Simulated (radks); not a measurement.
The numbers below are computed, except where a source is named.
Q: All-electron atom: the tungsten ion W22+ in [Kr] 4d10 4f6 (the NIST ground configuration). Level of theory: Dirac Kohn-Sham, relativistic LDA (MacDonald-Vosko exchange, VWN5 correlation), spin-unpolarised, spherical densities, finite nucleus; open shells fill j = l - 1/2 first; Fermi nuclear charge, rms radius 5.3658 fm (a radial shooting solver on a logarithmic mesh with Libxc functionals). Some entries of the table are withheld. Estimate them.

| orbital | occ. | eigenvalue (eV) | <1/r> (bohr^-1) |
|---|---|---|---|
| 1s1/2 | 2 | -69523.02 | 86.63 |
| 2s1/2 | 2 | -12529.88 | 21.09 |
| 2p1/2 | 2 | (1) | (2) |
| 2p3/2 | 4 | (3) | (4) |
| 3s1/2 | 2 | -3374.531 | 7.756 |
| 3p1/2 | 2 | -3146.347 | 7.676 |
| 3p3/2 | 4 | -2856.599 | 6.811 |
| 3d3/2 | 4 | -2468.942 | 6.707 |
| 3d5/2 | 6 | -2405.623 | 6.502 |
| 4s1/2 | 2 | -1162.541 | (5) |
| 4p1/2 | 2 | (6) | (7) |
| 4p3/2 | 4 | (8) | (9) |
| 4d3/2 | 4 | -832.7553 | (10) |
| 4d5/2 | 6 | -818.1331 | (11) |
| 4f5/2 | 6 | -616.0394 | 2.501 |
| 4f7/2 | 0 | -612.6435 | 2.478 |

A: 
(1) 2p1/2 eigenvalue (eV): -12022.32
(2) 2p1/2 <1/r> (bohr^-1): 21.07
(3) 2p3/2 eigenvalue (eV): -10687.04
(4) 2p3/2 <1/r> (bohr^-1): 17.72
(5) 4s1/2 <1/r> (bohr^-1): 3.377
(6) 4p1/2 eigenvalue (eV): -1066.395
(7) 4p1/2 <1/r> (bohr^-1): 3.284
(8) 4p3/2 eigenvalue (eV): -992.5461
(9) 4p3/2 <1/r> (bohr^-1): 2.992
(10) 4d3/2 <1/r> (bohr^-1): 2.828
(11) 4d5/2 <1/r> (bohr^-1): 2.761
